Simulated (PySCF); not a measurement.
Cl₂Si, SMILES Cl[Si]Cl (connectivity only; charge and spin as stated), charge -1, multiplicity 2. Geometry optimised at PBE-D3(BJ)/def2-SVPD. The spin state was assumed, not searched. The isomer is the one that the SMILES or the coordinates give; other isomers of the formula were not compared.

Calculation: PySCF 2.14.0 with PBE-D3(BJ)/def2-SVPD.

Harmonic wavenumbers (cm⁻¹): 135, 340, 375. Rotational constants (GHz): 11.49, 2.380, 1.972; symmetry number 2.

### Question
Work out the zero-point energy and the ideal-gas rigid-rotor harmonic-oscillator thermochemistry at 298.15 K and 1 atm.

### Answer
ZPE = ½ Σ hcν = ½ × 850 cm⁻¹ = 5.08 kJ/mol. H − E(el) = 18.61 kJ/mol. Entropy in J/(mol K): translation 166.05, rotation 103.82, vibration 21.53, spin 5.76, total 297.17. G − E(el) = -69.99 kJ/mol. Cp = 54.34 J/(mol K). Modes under 150 cm⁻¹ make the vibrational entropy uncertain.
